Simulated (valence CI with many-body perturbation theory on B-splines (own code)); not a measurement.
# Level structure of La

Method: valence CI with perturbative core correlation (CI+MBPT): three valence electrons over a frozen Dirac-Fock core [Xe], a basis of 8 s, 8 p, 9 d, 9 f, 6 g, 3 h, 2 i functions for each j, with the one-electron correlation potential Σ1, the two-electron term Σ2, the three-electron term Σ3, Breit, model QED; selected CI, second order for the rest (own B-spline code, finite nucleus).

Against 55 measured levels this calculation errs by 552 cm⁻¹ on average and by 1451 at most. These come from a selection out of the NIST Handbook of Basic Atomic Spectroscopic Data. Levels without a partner in it may be off by more, other configurations by several thousand cm⁻¹. 1 measured level below the end of the list, from 16538 cm⁻¹ on, found no clear computed partner.

Levels 46 to 65 of 65, with energies above the lowest level, 5d 6s2 2D_3/2. "Leading %" is the weight of the configuration and term that name the level; weights of strongly mixed levels are sums over their largest components and can fall short. In the jj column 3d3/2^4 stands for four electrons in 3d with j = 3/2.

```
No.  Configuration  Term     J  E (eV)  Leading %   Second component                Leading jj      g
 46         5d2 6p   4G°   7/2   2.157         66     6 % 5f 6s2 2F°  5d3/2 5d5/2 6p1/2 (39 %)  1.029
 47         5d2 6p   4G°   5/2   2.163         32  16 % 5d 6s 6p 2F°  5d3/2 5d5/2 6p1/2 (23 %)  0.819
 48       5d 6s 6p   4P°   1/2   2.186         88                        5d3/2 6s 6p3/2 (79 %)  2.630
 49         5d2 6p   2D°   3/2   2.187         56  22 % 5d 6s 6p 2D°      5d3/2^2 6p1/2 (31 %)  0.801
 50            5d3    2D   5/2   2.195         78      5 % 5d2 6s 2D      5d3/2 5d5/2^2 (41 %)  1.207
 51       5d 6s 6p   4P°   3/2   2.221         74     9 % 6s2 6p 2P°     5d5/2 6s 6p3/2 (36 %)  1.663
 52       5d 6s 6p   4P°   5/2   2.245         76                        5d5/2 6s 6p3/2 (53 %)  1.518
 53       5d 6s 6p   2F°   7/2   2.249         33    19 % 5d2 6p 2F°     5d5/2 6s 6p3/2 (20 %)  1.121
 54         5d2 6p   4G°   9/2   2.267         88   5 % 4f 5d 6s 4G°  5d3/2 5d5/2 6p3/2 (58 %)  1.172
 55         5d2 6p   2D°   5/2   2.336         49  19 % 5d 6s 6p 2D°  5d3/2 5d5/2 6p1/2 (29 %)  1.179
 56         5d2 6p   4F°   3/2   2.377         74   7 % 4f 5d 6s 4F°      5d3/2^2 6p3/2 (36 %)  0.440
 57         5d2 6p   4G°  11/2   2.390         87   4 % 4f 5d 6s 4G°      5d5/2^2 6p3/2 (65 %)  1.272
 58         5d2 6p   4F°   5/2   2.416         66   6 % 4f 5d 6s 4F°      5d3/2^2 6p3/2 (39 %)  1.030
 59            5d3    2P   1/2   2.438         56     26 % 5d2 6s 2P      5d3/2 5d5/2^2 (37 %)  0.698
 60         5d2 6p   2P°   3/2   2.442         43  38 % 5d 6s 6p 2P°     5d5/2 6s 6p3/2 (25 %)  1.317
 61         5d2 6p   2P°   1/2   2.456         42  38 % 5d 6s 6p 2P°      5d3/2^2 6p3/2 (36 %)  0.621
 62         5d2 6p   4F°   7/2   2.465         63    10 % 5d2 6p 2G°  5d3/2 5d5/2 6p3/2 (32 %)  1.182
 63            5d3    2P   3/2   2.517         55     24 % 5d2 6s 2P            5d5/2^3 (41 %)  1.316
 64         5d2 6p   2F°   5/2   2.540         39  19 % 5d 6s 6p 2F°  5d3/2 5d5/2 6p3/2 (24 %)  0.880
 65         5d2 6p   4F°   9/2   2.541         62    14 % 5d2 6p 2G°  5d3/2 5d5/2 6p3/2 (29 %)  1.285
```

Names give the largest LS component (configuration and term), which can be under half, so a name can repeat, a term be missing and a line seem to break the LS rules; names also repeat where a configuration has a term twice.

Where two levels of one J and parity lie close, their mixing, g and order are uncertain.
